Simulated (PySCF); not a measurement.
**Spin-rotation constants: `[Se]=C=[N][Ni-2]([N]=C=[Se])([N]=C=[Se])[N]=C=[Se]`, [C$_{4}$N$_{4}$NiSe$_{4}$]2-, charge -2**

Geometry:
```json
{"atom": "Ni1", "x (Å)": "0.104", "y (Å)": "0.044", "z (Å)": "0.037"}
{"atom": "N2", "x (Å)": "0.696", "y (Å)": "0.876", "z (Å)": "1.512"}
{"atom": "C3", "x (Å)": "0.951", "y (Å)": "1.449", "z (Å)": "2.496"}
{"atom": "Se4", "x (Å)": "1.368", "y (Å)": "2.284", "z (Å)": "3.944"}
{"atom": "N5", "x (Å)": "1.732", "y (Å)": "-0.667", "z (Å)": "-0.216"}
{"atom": "C6", "x (Å)": "2.701", "y (Å)": "-1.254", "z (Å)": "-0.496"}
{"atom": "Se7", "x (Å)": "4.163", "y (Å)": "-2.085", "z (Å)": "-0.869"}
{"atom": "N8", "x (Å)": "-1.524", "y (Å)": "0.754", "z (Å)": "0.289"}
{"atom": "C9", "x (Å)": "-2.638", "y (Å)": "1.096", "z (Å)": "0.338"}
{"atom": "Se10", "x (Å)": "-4.272", "y (Å)": "1.631", "z (Å)": "0.450"}
{"atom": "N11", "x (Å)": "-0.490", "y (Å)": "-0.788", "z (Å)": "-1.437"}
{"atom": "C12", "x (Å)": "-1.022", "y (Å)": "-1.292", "z (Å)": "-2.345"}
{"atom": "Se13", "x (Å)": "-1.768", "y (Å)": "-2.048", "z (Å)": "-3.703"}
```

Total charge -2.

Method: PySCF, GIAO B3LYP/def2-SVP (def2-TZVP on Ni) magnetisability, rotational g tensor and spin-rotation constants, non-relativistic, gas phase. Geometry: GFN2-xTB.

The calculation is non-relativistic, which matters for the atoms heavier than Zn. For an ion the centre-of-mass motion in the field is neglected. The highest occupied orbital is unbound at this level, so the values depend on the basis.

Problem. Give the nuclear spin-rotation constants along the inertial axes (H = +C I·J) beside the isotropic shieldings.

Solution. Rotational constants 0.1339, 0.1332, 0.0668 GHz. A star marks the isotopologue with that one atom substituted, in its own axes.
```
atom  isotope  Caa (kHz)  Cbb (kHz)  Ccc (kHz)  mean (kHz)  σ (ppm)
  N2      14N      0.002      0.018      0.008       0.010    119.2
  N5      14N      0.019      0.001      0.008       0.010    119.2
  N8      14N      0.018      0.003      0.008       0.009    120.6
 N11      14N      0.001      0.019      0.008       0.009    120.7
 Ni1    61Ni*     -0.425     -0.424     -0.567      -0.472  -6799.4
  C3     13C*      0.006      0.061      0.032       0.033     47.7
 Se4    77Se*      0.146      0.008      0.076       0.077   2355.0
```
For the geometry as given, no vibrational averaging.
